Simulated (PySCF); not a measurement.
Molecular orbitals of KGa⁺

UHF at R = 3.959 Å; K def2-SVP, Ga def2-SVP; no relativity (PySCF 2.14). State: ²Σ⁺ (doublet), unpaired electrons σ ↑. Only the outer orbitals are listed, counted within each symmetry.

| spin | orbital | occ. | ε (eV) | on K (%) | main shells (%) |
| --- | --- | --- | --- | --- | --- |
| α | 5π | 1 | -31.07 | 100 | 100 K p |
| α | 5π | 1 | -31.07 | 100 | 100 K p |
| α | 11σ | 1 | -31.04 | 100 | 100 K p |
| α | 12σ | 1 | -16.22 | 3 | 96 Ga s |
| α | 13σ | 1 | -9.83 | 14 | 84 Ga p, 8 K s |
| α | 14σ | 0 | -3.31 | 97 | 90 K s |
| α | 6π | 0 | -3.00 | 20 | 80 Ga p, 18 K p |
| α | 6π | 0 | -3.00 | 20 | 80 Ga p, 18 K p |
| β | 5π | 1 | -31.05 | 100 | 100 K p |
| β | 5π | 1 | -31.05 | 100 | 100 K p |
| β | 11σ | 1 | -30.98 | 100 | 100 K p |
| β | 12σ | 1 | -14.66 | 0 | 99 Ga s |
| β | 13σ | 0 | -3.47 | 94 | 93 K s |
| β | 6π | 0 | -2.67 | 19 | 80 Ga p, 18 K p |
| β | 6π | 0 | -2.67 | 19 | 80 Ga p, 18 K p |

Problem. Which are the highest filled and the lowest empty level, where do they sit, and how wide is the gap?

Solution. Highest filled α 13σ at -9.83 eV (in %: 84 Ga p, 8 K s); lowest empty β 13σ at -3.47 eV (in %: 93 K s); the gap at UHF is 6.36 eV.

```json
{
  "bond order (Mayer)": "0.30",
  "⟨S²⟩": "0.763",
  "charge on K (Mulliken, basis-dependent)": "0.82",
  "charge on K (Löwdin, basis-dependent)": "0.70",
  "dipole moment (positive dipole points towards Ga; it is taken about the centre of mass and depends on that origin)": "-9.29 D",
  "polarisability along the bond": "96.2 bohr³",
  "polarisability across the bond": "43.8 bohr³"
}
```

Spin–orbit coupling is left out. The state is the lowest determinant that a PBE0 search found; another state may lie lower at other levels.
